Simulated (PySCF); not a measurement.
Species: C₇H₈FO₂ (charge -1).
SMILES with atom numbers: `[CH3:1][CH2:2][C@@H:3]([F:4])[c:5]1[cH:6][cH:7][c:8]([O-:9])[o:10]1` (hydrogens: H11, H12, H13 on C1; H14, H15 on C2; H16 on C3; H17 on C6; H18 on C7)

Method used: PBE0-D3(BJ)/def2-SVP geometry optimisation, gas phase (PySCF).

**Question.** Give the optimised bond lengths and angles.

**Answer.** 
| bond | length (Å) |
| --- | --- |
| C1–C2 | 1.520 |
| C2–C3 | 1.519 |
| C3–F4 | 1.437 |
| C3–C5 | 1.458 |
| C5–C6 | 1.377 |
| C6–C7 | 1.410 |
| C7–C8 | 1.424 |
| C8–O9 | 1.226 |
| C8–O10 | 1.407 |
| C5–O10 | 1.372 |
| C1–H11, C1–H12, C1–H13 | 1.102 |
| C2–H14 | 1.103 |
| C2–H15 | 1.102 |
| C3–H16 | 1.106 |
| C6–H17 | 1.092 |
| C7–H18 | 1.088 |

Bonds in one row agree within 0.01 Å and their mean is given. A selection of angles:
| angle | degrees |
| --- | --- |
| C1–C2–C3 | 113.4 |
| C2–C3–F4 | 106.0 |
| C2–C3–C5 | 114.1 |
| F4–C3–C5 | 113.4 |
| C3–C5–C6 | 133.2 |
| C3–C5–O10 | 117.7 |
| C6–C5–O10 | 109.1 |
| C5–C6–C7 | 107.8 |
| C6–C7–C8 | 107.9 |
| C7–C8–O9 | 134.8 |
| C7–C8–O10 | 105.7 |
| O9–C8–O10 | 119.5 |
| C5–O10–C8 | 109.5 |

Torsions: C1–C2–C3–F4 50° (synclinal); C2–C3–C5–C6 -28° (synperiplanar).

Of the pairs four or more bonds apart, F4···H13 is among the closest relative to their van der Waals radii: 2.43 Å, 91 % of the sum of Bondi's values. C8 (aromatic carbon bearing oxygen) is planar (angles 134.8°, 119.5° and 105.7°, sum 360.0°, 0.00 Å off the plane of its three neighbours). The C–O distances run from 1.226 Å (C8–O9, drawn single) to 1.407 Å (C8–O10, aromatic), a spread of 0.181 Å. C7 (aromatic CH carbon) is planar (angles 128.1°, 124.0° and 107.9°, sum 360.0°, 0.01 Å off the plane of its three neighbours). C5 (substituted aromatic carbon) is planar (angles 133.2°, 117.7° and 109.1°, sum 360.0°, 0.01 Å off the plane of its three neighbours). C6 (aromatic CH carbon) is planar (angles 126.9°, 125.3° and 107.8°, sum 360.0°, 0.00 Å off the plane of its three neighbours). The 5-membered ring C5–C6–C7–C8–O10 has internal angles of 105.7° to 109.5°; it is planar, 0.00 Å rms from its mean plane, widest ring torsion 0°.

Point group: C1 (no symmetry element, even within 0.4 Å). No PBE0-D3(BJ)/def2-SVP frequencies stand behind this structure, so it isn't proved a minimum. The geometry's basis has no diffuse functions, a weakness for an anion.

Cost: about 4 min of CPU time on one thread; the machine was shared, so the figure is rough. This is the geometry optimisation.

One conformer stands for the species.
